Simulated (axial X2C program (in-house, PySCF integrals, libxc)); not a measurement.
# Working with the constants of HgF⁺

A bond curve at the PBE0 level, 2c, was computed with an in-house relativistic program for diatomic molecules (basis Hg dyall-v3z [13s14p9d6f2g], F dyall-v3z [6s5p2d1f] (cores contracted in-house)) for the state Ω = 0 (closed shell). Its fit gives Re = 1.9079 Å, ωe = 611.6 cm⁻¹, ωexe = 2.94 cm⁻¹ and αe = 1.693e-03 cm⁻¹; the masses are 201.9706 and 18.9984 u. Two-component means X2C with spin–orbit coupling and atomic mean-field Coulomb and Gaunt terms.

(1) Find the reduced mass, Be and the force constant.

(2) Where do the fundamental and the first overtone lie?

(3) Estimate the centrifugal constant by the Kratzer relation.

(4) Give B0, the J = 1←0 line in GHz and the most populated J at 300 K (kT = 208.5 cm⁻¹).

(5) A Morse curve ties αe to the other constants (Pekeris). How well does that hold?

Occupations by symmetry block were frozen at the best pattern of an incomplete PBE0 search.

Results:

(1) From the PBE0 values: μ = 17.3650 u. Be = 16.8576/(μ Re²) = 0.2667 cm⁻¹. k = 5.8918×10⁻⁷ μ ωe² = 3.83 mdyn/Å.

(2) ν(1←0) = ωe − 2ωexe = 605.7 cm⁻¹; ν(2←0) = 2ωe − 6ωexe = 1205.6 cm⁻¹.

(3) D = 4Be³/ωe² = 2.03e-07 cm⁻¹.

(4) B0 = Be − αe/2 = 0.2658 cm⁻¹; 2B0 = 15.94 GHz; J(max) ≈ √(kT/2B0) − 1/2 = 19.3, so J = 19.

(5) αe(Morse) = 6Be²/ωe × (√(ωexe/Be) − 1) = 1.619e-03 cm⁻¹; the PBE0 curve gives 1.693e-03 cm⁻¹, a ratio of 0.96.
